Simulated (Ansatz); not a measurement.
Species: C$_{8}$H$_{7}$FSSi, SMILES `Fc1c([SiH3])sc2ccccc12` (charge 0, multiplicity 1).

Give a relaxed geometry from PBE-D3(BJ)/def2-SVP (Ansatz, a quantum-chemistry and plane-wave program).

the end point of this relaxation (outside a Z-matrix the atoms follow the SMILES, hydrogens last).
Bonded distances (Å): F1–C2 1.342, C2–C3 1.380, C2–C11 1.438, C3–Si4 1.875, C3–S5 1.761, Si4–H12 1.504, Si4–H13 1.499, Si4–H14 1.504, S5–C6 1.754, C6–C7 1.407, C6–C11 1.425, C7–C8 1.399, C7–H15 1.100, C8–C9 1.416, C8–H16 1.100, C9–C10 1.395, C9–H17 1.100, C10–C11 1.413, C10–H18 1.100. Angles (°): F1–C2–C3 123.5, F1–C2–C11 120.7, C3–C2–C11 115.8, C2–C3–Si4 127.7, C2–C3–S5 109.9, Si4–C3–S5 122.4, C3–Si4–H12 110.3, C3–Si4–H13 108.3, C3–Si4–H14 110.3, H12–Si4–H13 109.9, H12–Si4–H14 108.2, H13–Si4–H14 109.9, C3–S5–C6 92.5, S5–C6–C7 127.6, S5–C6–C11 111.3, C7–C6–C11 121.0, C6–C7–C8 118.2, C6–C7–H15 120.8, C8–C7–H15 120.9, C7–C8–C9 121.2, C7–C8–H16 119.3, C9–C8–H16 119.5, C8–C9–C10 120.8, C8–C9–H17 119.5, C10–C9–H17 119.8, C9–C10–C11 118.9, C9–C10–H18 121.5, C11–C10–H18 119.7, C2–C11–C6 110.5, C2–C11–C10 129.6, C6–C11–C10 119.9.
